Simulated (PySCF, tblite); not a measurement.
Isomers of C5H15FSi2, one GFN2-xTB conformer each. Single-point energies are computed at PBE0/pcSseg-1 (PySCF, gas phase, no added dispersion term), electronic only.

```csv
SMILES,GFN2-xTB relative energy (kJ/mol)
C[C@@H](F)CCC([SiH3])[SiH3],0.0
C[SiH2]C[C@@H](CF)[SiH2]C,47.1
CC[Si@H](C[SiH3])CCF,52.2
```

Conformers: `[CH3:1][C@@H:2]([F:3])[CH2:4][CH2:5][CH:6]([SiH3:7])[SiH3:8]` with C1–C2–C4–C5 173°, C2–C4–C5–C6 -177°, C4–C5–C6–Si7 -64°; `[CH3:1][SiH2:2][CH2:3][C@@H:4]([CH2:5][F:6])[SiH2:7][CH3:8]` with C1–Si2–C3–C4 168°, Si2–C3–C4–C5 70°, C3–C4–C5–F6 66°, C3–C4–Si7–C8 -51°; `[CH3:1][CH2:2][Si@H:3]([CH2:4][SiH3:5])[CH2:6][CH2:7][F:8]` with C1–C2–Si3–C4 176°, C2–Si3–C4–Si5 -173°, C2–Si3–C6–C7 61°, Si3–C6–C7–F8 180°.

**Question.** What does PBE0/pcSseg-1 give for the same structures?

**Answer.** 
```tsv
SMILES	PBE0/pcSseg-1 E (Eh)	PBE0/pcSseg-1 (kJ/mol)	GFN2-xTB (kJ/mol)	point group
CC[Si@H](C[SiH3])CCF	-877.76065	0.0	52.2	C1
C[SiH2]C[C@@H](CF)[SiH2]C	-877.75845	5.8	47.1	C1
C[C@@H](F)CCC([SiH3])[SiH3]	-877.73904	56.7	0.0	C1
```

GFN2-xTB puts C[C@@H](F)CCC([SiH3])[SiH3] lowest instead; measured from each level's own lowest isomer, the values differ by up to 56.7 kJ/mol (C[C@@H](F)CCC([SiH3])[SiH3]: 0.0 against 56.7). Neighbours under 10 kJ/mol apart (CC[Si@H](C[SiH3])CCF and C[SiH2]C[C@@H](CF)[SiH2]C) can change places with a better method, another conformer or zero-point energy.

**Question.** Which frontier levels, dipoles and rotational constants go with these structures?

**Answer.** 
| SMILES | HOMO (eV, PBE0/pcSseg-1) | LUMO (eV) | dipole (D) | A, B, C (MHz) |
| --- | --- | --- | --- | --- |
| CC[Si@H](C[SiH3])CCF | -8.18 | 0.59 | 2.38 | 1249, 900.9, 574.7 |
| C[SiH2]C[C@@H](CF)[SiH2]C | -7.70 | 0.85 | 1.11 | 2009, 677.8, 604.8 |
| C[C@@H](F)CCC([SiH3])[SiH3] | -8.19 | 0.50 | 2.13 | 2202, 579.8, 515.8 |

**Question.** What happens when harmonic zero-point energies from GFN2-xTB frequencies are added?

**Answer.** 
```
                     SMILES  ZPE (kJ/mol)  electronic (kJ/mol)  with ZPE (kJ/mol)
       CC[Si@H](C[SiH3])CCF         477.5                  0.0                0.0
  C[SiH2]C[C@@H](CF)[SiH2]C         475.0                  5.8                3.3
C[C@@H](F)CCC([SiH3])[SiH3]         468.1                 56.7               47.3
```

The zero-point energies span 9.4 kJ/mol. The order is unchanged.

**Question.** As an exercise, what shares would exp(−E/RT) give at 500 K from these electronic energies alone (no entropy, no degeneracies)?

**Answer.** RT = 4.157 kJ/mol: CC[Si@H](C[SiH3])CCF 80.1 %, C[SiH2]C[C@@H](CF)[SiH2]C 19.9 %, C[C@@H](F)CCC([SiH3])[SiH3] under 0.1 %.
